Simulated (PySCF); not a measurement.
Sn(OH)3(SH) (H4O3SSn), SMILES [OH][Sn]([OH])([OH])[SH]. Coordinates come from a PBE-D3(BJ)/def2-SVP optimisation. The def2 effective core potentials stand for the cores of Sn; spin–orbit coupling is left out. The values are those of a single conformer.

Level of theory: PBE-D3(BJ)/def2-SVP run with PySCF.

Harmonic wavenumbers (cm⁻¹): 85, 107, 124, 140, 156, 165, 182, 227, 248, 345, 579, 601, 607, 681, 841, 866, 873, 2607, 3691, 3694, 3700. Rotational constants (GHz): 2.802, 1.695, 1.593; symmetry number 1.

Q: Work out the zero-point energy and the ideal-gas rigid-rotor harmonic-oscillator thermochemistry at 298.15 K and 1 atm.

A: ZPE = ½ Σ hcν = ½ × 20518 cm⁻¹ = 122.72 kJ/mol. H − E(el) = 150.62 kJ/mol. Entropy in J/(mol K): translation 175.00, rotation 117.75, vibration 114.48, total 407.23. G − E(el) = 29.21 kJ/mol. Cp = 134.53 J/(mol K). Modes under 150 cm⁻¹ make the vibrational entropy uncertain.
